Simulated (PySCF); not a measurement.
## ECD: SMILES C#CC(C)=C=CF, C6H5F

Cartesian coordinates in Å; atom numbers follow the order of the lines, from 1:
```xyz
12

C    -2.3587    1.6801    0.4415
C    -1.5474    0.7871    0.3162
C    -0.6308   -0.3034    0.1659
C    -1.2182   -1.6853    0.0291
C     0.6718   -0.0777    0.1530
C     1.9569    0.1474    0.0879
F     2.7602    0.1556    1.1543
H    -3.0647    2.4822    0.5549
H    -1.8284   -1.9248    0.9136
H    -1.8813   -1.7289   -0.8487
H    -0.4280   -2.4392   -0.0772
H     2.4899    0.3510   -0.8476
```

Theory: PySCF 2.14.0, TDDFT CAM-B3LYP/def2-TZVPD circular dichroism and optical rotation, one conformer, IEF-PCM cyclohexane (non-equilibrium linear response, no local-field factor). Geometry: PBE0-D3(BJ)/def2-SVP.

No stereocentre is labelled: unless the shape is locked (an allene, a helicene, a hindered biaryl), the mirror image is equally populated and a measured rotation or CD is zero.

(1) List the lowest 12 singlet excitations with oscillator and rotatory strengths.

## Answers

(1) Rotatory strengths R in 10⁻⁴⁰ esu² cm², velocity form and length form (origin at the centre of mass); f in length form.
```csv
state,E (eV),λ (nm),f,R (velocity),R (length),main
1,4.71,263,0.001,+1.0,+1.1,HOMO−1→LUMO 0.96
2,5.41,229,0.418,-17.2,-17.3,HOMO→LUMO 0.86
3,5.48,226,0.005,+26.0,+26.1,HOMO−2→LUMO 0.87
4,5.82,213,0.0003,-3.3,-3.3,"HOMO→LUMO+2 0.60, HOMO→LUMO+1 0.21"
5,6.62,187,0.006,-9.2,-9.1,"HOMO→LUMO+1 0.55, HOMO→LUMO+2 0.15"
6,6.82,182,0.008,-24.8,-25.0,"HOMO→LUMO+6 0.22, HOMO→LUMO+7 0.15"
7,7.01,177,0.048,+4.6,+4.9,"HOMO−1→LUMO+1 0.76, HOMO−1→LUMO+3 0.08"
8,7.06,176,0.386,+59.1,+59.0,"HOMO−3→LUMO 0.41, HOMO−2→LUMO+2 0.15"
9,7.26,171,0.616,-13.5,-13.7,HOMO−1→LUMO+2 0.79
10,7.60,163,0.040,-15.3,-14.6,HOMO→LUMO+3 0.75
11,7.64,162,0.137,-6.4,-6.5,"HOMO−2→LUMO+1 0.57, HOMO−2→LUMO+2 0.11"
12,7.83,158,0.010,-0.7,-0.8,"HOMO→LUMO+4 0.60, HOMO−3→LUMO 0.14"
```

Among the states computed, the strongest CD band (largest |R|) is state 8. The largest dissymmetry factor in size, g = 4R/(D+G), with D and G the electric and magnetic dipole strengths, is -0.1 for state 4 (velocity form, f = 0.0003), among bands with |R| over 0.5. The mirror image has the same energies and oscillator strengths and all R with the opposite sign.
